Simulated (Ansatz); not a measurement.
Task: Name a neutral molecule of Al, C, F, N, S and H with LUMO energy (PBE0/def2-TZVPP) between -1.40 and -1.10 eV and size of the dipole moment (B3LYP/def2-TZVPP) between 2.20 and 2.50 D (Ansatz, PBE0-D4/def2-TZVP geometry).

Result: `F[CH]1[NH][Al]1[SH]` (-1.29 eV, 2.24 D); `FC1N[CH2][AlH][S]1` (-1.12 eV, 2.42 D). Other molecules can fit too; these were computed, each in one conformer that needn't be the lowest.

B3LYP here is the variant with VWN-RPA as its local correlation; programs differ in this.
